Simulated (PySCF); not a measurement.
C₃H₅F₃Si₂, SMILES [Si](F)(C#C[SiH2]C)(F)F, CAM-B3LYP/def2-SVP optimised geometry.

```
13

Si    -0.56    -0.76     0.00
F     -1.04    -1.42    -1.37
F      1.04    -0.76     0.00
F     -1.04     0.76     0.00
C     -1.21    -1.64     1.42
C     -1.66    -2.24     2.38
Si    -2.33    -3.12     3.87
C     -1.73    -2.29     5.43
H     -3.81    -3.08     3.77
H     -1.88    -4.53     3.79
H     -2.13    -2.81     6.31
H     -2.05    -1.24     5.47
H     -0.63    -2.31     5.49
```

Density from CAM-B3LYP/def2-TZVP in PySCF at that geometry.

Minimum of the electron density along straight lines between bonded atoms, close to the bond critical point (lines longer than 1.1 times the sum of covalent radii, or with two minima, are not listed):

```json
[
 {"bond": "Si1–F2", "length / Å": "1.594", "ρ at the minimum / e bohr⁻³": "0.143", "∇²ρ there / e bohr⁻⁵": "0.99", "position (fraction from the first atom)": "0.42"},
 {"bond": "Si1–F3", "length / Å": "1.594", "ρ at the minimum / e bohr⁻³": "0.143", "∇²ρ there / e bohr⁻⁵": "0.99", "position (fraction from the first atom)": "0.42"},
 {"bond": "Si1–F4", "length / Å": "1.594", "ρ at the minimum / e bohr⁻³": "0.143", "∇²ρ there / e bohr⁻⁵": "0.99", "position (fraction from the first atom)": "0.42"},
 {"bond": "Si1–C5", "length / Å": "1.796", "ρ at the minimum / e bohr⁻³": "0.134", "∇²ρ there / e bohr⁻⁵": "0.29", "position (fraction from the first atom)": "0.40"},
 {"bond": "C5–C6", "length / Å": "1.217", "ρ at the minimum / e bohr⁻³": "0.423", "∇²ρ there / e bohr⁻⁵": "-1.32", "position (fraction from the first atom)": "0.49"},
 {"bond": "C6–Si7", "length / Å": "1.855", "ρ at the minimum / e bohr⁻³": "0.114", "∇²ρ there / e bohr⁻⁵": "0.29", "position (fraction from the first atom)": "0.61"},
 {"bond": "Si7–C8", "length / Å": "1.870", "ρ at the minimum / e bohr⁻³": "0.125", "∇²ρ there / e bohr⁻⁵": "0.16", "position (fraction from the first atom)": "0.39"},
 {"bond": "Si7–H9", "length / Å": "1.486", "ρ at the minimum / e bohr⁻³": "0.123", "∇²ρ there / e bohr⁻⁵": "0.14", "position (fraction from the first atom)": "0.49"},
 {"bond": "Si7–H10", "length / Å": "1.486", "ρ at the minimum / e bohr⁻³": "0.123", "∇²ρ there / e bohr⁻⁵": "0.14", "position (fraction from the first atom)": "0.49"},
 {"bond": "C8–H11", "length / Å": "1.101", "ρ at the minimum / e bohr⁻³": "0.268", "∇²ρ there / e bohr⁻⁵": "-0.88", "position (fraction from the first atom)": "0.64"},
 {"bond": "C8–H12", "length / Å": "1.100", "ρ at the minimum / e bohr⁻³": "0.269", "∇²ρ there / e bohr⁻⁵": "-0.89", "position (fraction from the first atom)": "0.64"},
 {"bond": "C8–H13", "length / Å": "1.100", "ρ at the minimum / e bohr⁻³": "0.269", "∇²ρ there / e bohr⁻⁵": "-0.89", "position (fraction from the first atom)": "0.64"}
]
```
